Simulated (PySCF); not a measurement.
Members of one series of related molecules.

All values: PBE0/pcSseg-1 (PySCF) at GFN2-xTB geometries, gas phase, one conformer each.

Question: Rank by HOMO–LUMO gap, lowest first.
A. `CC(C)(C)N1CCC[SiH2]1`
B. `C=CCN1CCC[SiH2]1`
C. `C1CC(N2CCC[SiH2]2)C1`
D. `N1([SiH2]CCC1)C=O`
E. `C=CN1CCC[SiH2]1`

Answer: E (6.37 eV), B (6.49 eV), C (6.98 eV), A (7.10 eV), D (7.68 eV).

Question: Rank by dipole moment, lowest first.
A. `[CH2:1]=[CH:2][N:3]1[CH2:4][CH2:5][CH2:6][SiH2:7]1` with C1–C2–N3–C4 -3°, C2–N3–C4–C5 -164°, N3–C4–C5–C6 -40°, C4–C5–C6–Si7 37°, C5–C6–Si7–N3 -21°
B. `[CH2:1]=[CH:2][CH2:3][N:4]1[CH2:5][CH2:6][CH2:7][SiH2:8]1` with C1–C2–C3–N4 128°, C2–C3–N4–C5 -72°, C3–N4–C5–C6 162°, N4–C5–C6–C7 37°, C5–C6–C7–Si8 -37°, C6–C7–Si8–N4 23°
C. `[CH3:1][C:2]([CH3:3])([CH3:4])[N:5]1[CH2:6][CH2:7][CH2:8][SiH2:9]1` with C2–N5–C6–C7 156°, N5–C6–C7–C8 41°, C6–C7–C8–Si9 -38°, C7–C8–Si9–N5 22°
D. `[O:1]=[CH:2][N:3]1[CH2:4][CH2:5][CH2:6][SiH2:7]1` with O1–C2–N3–C4 179°, C2–N3–C4–C5 156°, N3–C4–C5–C6 41°, C4–C5–C6–Si7 -39°, C5–C6–Si7–N3 22°

Answer: B (0.57 D), C (0.83 D), A (1.58 D), D (4.14 D).

All values together:

```json
{"SMILES": "C1C[SiH2]N(C2CC2)C1", "formula": "C6H13NSi", "μ (D)": "0.73", "HOMO (eV)": "-5.97", "LUMO (eV)": "0.95", "lowest IAO charge (e)": "-0.543 (C)", "highest IAO charge (e)": "+0.858 (Si)", "lowest Hirshfeld charge (e)": "-0.171 (N)", "highest Hirshfeld charge (e)": "+0.360 (Si)"}
{"SMILES": "C=CN1CCC[SiH2]1", "formula": "C5H11NSi", "μ (D)": "1.58", "HOMO (eV)": "-5.81", "LUMO (eV)": "0.55", "lowest IAO charge (e)": "-0.546 (C)", "highest IAO charge (e)": "+0.880 (Si)", "lowest Hirshfeld charge (e)": "-0.166 (C)", "highest Hirshfeld charge (e)": "+0.380 (Si)"}
{"SMILES": "O=CN1CCC[SiH2]1", "formula": "C4H9NOSi", "μ (D)": "4.14", "HOMO (eV)": "-7.34", "LUMO (eV)": "0.34", "lowest IAO charge (e)": "-0.553 (C)", "highest IAO charge (e)": "+0.873 (Si)", "lowest Hirshfeld charge (e)": "-0.283 (O)", "highest Hirshfeld charge (e)": "+0.384 (Si)"}
{"SMILES": "CN1CCC[SiH2]1", "formula": "C4H11NSi", "μ (D)": "0.65", "HOMO (eV)": "-6.09", "LUMO (eV)": "0.83", "lowest IAO charge (e)": "-0.546 (C)", "highest IAO charge (e)": "+0.874 (Si)", "lowest Hirshfeld charge (e)": "-0.176 (N)", "highest Hirshfeld charge (e)": "+0.363 (Si)"}
{"SMILES": "CC(C)(C)N1CCC[SiH2]1", "formula": "C7H17NSi", "μ (D)": "0.83", "HOMO (eV)": "-6.03", "LUMO (eV)": "1.07", "lowest IAO charge (e)": "-0.545 (C)", "highest IAO charge (e)": "+0.860 (Si)", "lowest Hirshfeld charge (e)": "-0.168 (N)", "highest Hirshfeld charge (e)": "+0.353 (Si)"}
{"SMILES": "C=CCN1CCC[SiH2]1", "formula": "C6H13NSi", "μ (D)": "0.57", "HOMO (eV)": "-6.17", "LUMO (eV)": "0.32", "lowest IAO charge (e)": "-0.545 (C)", "highest IAO charge (e)": "+0.874 (Si)", "lowest Hirshfeld charge (e)": "-0.173 (N)", "highest Hirshfeld charge (e)": "+0.363 (Si)"}
{"SMILES": "CCCN1CCC[SiH2]1", "formula": "C6H15NSi", "μ (D)": "0.71", "HOMO (eV)": "-6.07", "LUMO (eV)": "0.82", "lowest IAO charge (e)": "-0.546 (C)", "highest IAO charge (e)": "+0.874 (Si)", "lowest Hirshfeld charge (e)": "-0.168 (N)", "highest Hirshfeld charge (e)": "+0.364 (Si)"}
{"SMILES": "C1CC(N2CCC[SiH2]2)C1", "formula": "C7H15NSi", "μ (D)": "0.74", "HOMO (eV)": "-6.03", "LUMO (eV)": "0.95", "lowest IAO charge (e)": "-0.543 (C)", "highest IAO charge (e)": "+0.852 (Si)", "lowest Hirshfeld charge (e)": "-0.175 (N)", "highest Hirshfeld charge (e)": "+0.356 (Si)"}
```

Conformers: `[CH2:1]1[CH2:2][SiH2:3][N:4]([CH:5]2[CH2:6][CH2:7]2)[CH2:8]1` with Si3–N4–C5–C6 -6°, C8–C1–C2–Si3 35°, C1–C2–Si3–N4 -16°, C2–Si3–N4–C5 -168°, N4–C5–C6–C7 111°; `[CH2:1]=[CH:2][N:3]1[CH2:4][CH2:5][CH2:6][SiH2:7]1` with C1–C2–N3–C4 -3°, C2–N3–C4–C5 -164°, N3–C4–C5–C6 -40°, C4–C5–C6–Si7 37°, C5–C6–Si7–N3 -21°; `[O:1]=[CH:2][N:3]1[CH2:4][CH2:5][CH2:6][SiH2:7]1` with O1–C2–N3–C4 179°, C2–N3–C4–C5 156°, N3–C4–C5–C6 41°, C4–C5–C6–Si7 -39°, C5–C6–Si7–N3 22°; `[CH3:1][N:2]1[CH2:3][CH2:4][CH2:5][SiH2:6]1` with C1–N2–C3–C4 -169°, N2–C3–C4–C5 -41°, C3–C4–C5–Si6 35°, C4–C5–Si6–N2 -17°; `[CH3:1][C:2]([CH3:3])([CH3:4])[N:5]1[CH2:6][CH2:7][CH2:8][SiH2:9]1` with C2–N5–C6–C7 156°, N5–C6–C7–C8 41°, C6–C7–C8–Si9 -38°, C7–C8–Si9–N5 22°; `[CH2:1]=[CH:2][CH2:3][N:4]1[CH2:5][CH2:6][CH2:7][SiH2:8]1` with C1–C2–C3–N4 128°, C2–C3–N4–C5 -72°, C3–N4–C5–C6 162°, N4–C5–C6–C7 37°, C5–C6–C7–Si8 -37°, C6–C7–Si8–N4 23°; `[CH3:1][CH2:2][CH2:3][N:4]1[CH2:5][CH2:6][CH2:7][SiH2:8]1` with C1–C2–C3–N4 60°, C2–C3–N4–C5 78°, C3–N4–C5–C6 -166°, N4–C5–C6–C7 -40°, C5–C6–C7–Si8 37°, C6–C7–Si8–N4 -21°; `[CH2:1]1[CH2:2][CH:3]([N:4]2[CH2:5][CH2:6][CH2:7][SiH2:8]2)[CH2:9]1` with C2–C3–N4–C5 173°, C9–C1–C2–C3 -11°, C1–C2–C3–N4 132°, C3–N4–C5–C6 -171°, N4–C5–C6–C7 -42°.
